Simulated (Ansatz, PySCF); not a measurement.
Gas-phase reaction in SMILES: CC[Si](F)(F)F + C (CH4) + 3 [SiH4] (SiH4) → CC (C2H6) [ethane] + C[SiH3] + 3 F[SiH3] [fluorosilane]
Each molecule is optimised on its own at B3LYP-D3(BJ)/def2-TZVP (Ansatz, a quantum-chemistry and plane-wave program), one conformer each, not searched for the lowest. Frequencies are from Ansatz or PySCF.

Quantity: bond separation energy (enthalpy at 298 K, with B3LYP-D3(BJ) rigid-rotor harmonic-oscillator terms), in kcal/mol. Correlated levels leave the core frozen unless marked. Spin-orbit coupling is left out. Non-relativistic unless marked X2C. CBS marks a two-point X^-3 extrapolation of the correlation energy; Hartree-Fock from the larger set. The bracket is a focal-point correction in the basis named.

```
level                       program  bond separation energy (kcal/mol)
-------------------  --------------  ---------------------------------
BHLYP/def2-TZVPD             Ansatz                               17.4
HSE06-D4/def2-TZVPD  Ansatz + dftd4                               20.4
B2PLYP/def2-TZVPD            Ansatz                               17.9
RI-MP2/cc-pV(Q+d)Z           Ansatz                               18.2
```

Problem. What does RI-MP2/CBS(cc-pV(T+d)Z,cc-pV(Q+d)Z)+[CCSD(T)-MP2]/cc-pV(T+d)Z (Ansatz) give?

Solution. 19.2 kcal/mol
